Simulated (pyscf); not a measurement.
`[O]=[Si]([Cl])[Cl]`, singlet

Gas-phase minimum from PySCF at ωB97X-D3(BJ)/def2-SVP, one conformer. 

```
Si
O 1 1.5179
Cl 1 2.0170 2 126.17
Cl 1 2.0173 2 126.08 3 -179.94
```
Charge 0, spin multiplicity 1.

Properties at ωB97X-D3(BJ)/def2-SVP:

```json
{
  "harmonic_wavenumbers_unscaled": "202, 272, 295, 519, 660, 1296 cm⁻¹",
  "zero_point_energy": "4.6 kcal/mol",
  "rotational_symmetry_number": "2",
  "Entropy of this conformer at 298 K and 1 atm, rigid rotor and harmonic oscillator, modes under 100 cm⁻¹ raised to 100": "301.2 J/(mol K)",
  "dipole_moment": "2.83 D"
}
```

Single-point totals, which compare only within one level (frozen core for MP2 and CC):

| level | total energy (hartree) |
|---|---|
| ωB97X-D3(BJ)/def2-TZVP | -1285.33237 |
| PBE/def2-TZVP | -1284.70220 |
| r²SCAN/def2-TZVP | -1285.17820 |
| B3LYP-D3(BJ)/def2-TZVP | -1285.34981 |
| PBE0-D3(BJ)/def2-TZVP | -1284.79577 |
| M06-2X/def2-TZVP | -1285.21824 |
| ωB97M-D3(BJ)/def2-TZVP | -1285.45756 |
| HF/def2-TZVPP | -1282.96626 |
| MP2/def2-TZVPP | -1283.68782 |
| CCSD/def2-TZVPP | -1283.71325 |
| CCSD(T)/def2-TZVPP | -1283.74832 |

The CCSD(T) − MP2 part came from Ansatz, without density fitting, on the same reference.
